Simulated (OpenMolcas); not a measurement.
# 5d6 along the 74-electron sequence

| Quantity | Value |
| --- | --- |
| Program | OpenMolcas 26.06 |
| Method | SS-CASPT2, IPEA 0.25 Eh, imaginary shift 0.1 Eh |
| Basis | ANO-RCC-VTZP |
| Scalar Hamiltonian | DKH2, point nucleus |
| Spin-orbit coupling | state interaction with AMFI integrals over the reference wave functions, term energies averaged over their components |

Active space for each ion: 6 electrons in 10 orbitals (5d 6d); closed shells correlated by CASPT2: 5s 5p.

Computed levels in cm-1 above 5D4:

```tsv
Level	Os2+	Ir3+	Pt4+	Au5+
5D3	4460	5970	7650	9850
5D1	6730	8750	10860	13450
5D0	7020	9000	10980	13200
3H5	16980	29880	34910	40710
3H6	17450	19990	22620	25520
3F2(1)	20330	23610	26890	30490
1S0	22210	26720	31220	36140
3D1	23900	28200	32560	37240
3D2	24940	29280	33710	38480
weight of 5D in the lowest level (%)	86	83	79	74
```

Mixed levels, with the weight of the term that names them: Os2+ 3H5 (51 %), Os2+ 1S0 (61 %), Os2+ 3D1 (74 %), Os2+ 3D2 (70 %), Ir3+ 3H5 (51 %), Ir3+ 3F2(1) (72 %), Ir3+ 1S0 (61 %), Ir3+ 3D1 (75 %), Ir3+ 3D2 (66 %), Pt4+ 5D0 (74 %), Pt4+ 3H5 (52 %), Pt4+ 3F2(1) (67 %), Pt4+ 1S0 (60 %), Pt4+ 3D1 (74 %), Pt4+ 3D2 (64 %), Au5+ 5D4 (74 %), Au5+ 5D0 (68 %), Au5+ 3H5 (53 %), Au5+ 3F2(1) (59 %), Au5+ 1S0 (60 %), Au5+ 3D1 (72 %), Au5+ 3D2 (60 %).

The fine-structure level 5D0 changes by a factor of 1.88 from Os2+ to Au5+. Its fourth root runs 9.15, 9.74, 10.24, 10.72, with steps per unit of Z of 0.59, 0.50, 0.48; equal steps would mean a (Z - σ)^4 law with constant σ.

3H5 changes by a factor of 2.4 over the same range, with steps per unit of Z of +12900, +5030, +5800 cm-1.

Term energies are means over components that CASPT2 splits; among the terms shown or strongly mixed into the levels shown the widest spread is 170 cm-1 (5d6 1I, Os2+). Active for correlation alone: 6d; no level in the range computed is led by a configuration that fills it, so any true level of that kind is missing. Levels of configurations outside the active space are missing.

A number in round brackets counts repeated terms of one configuration in the order of the reference energies.
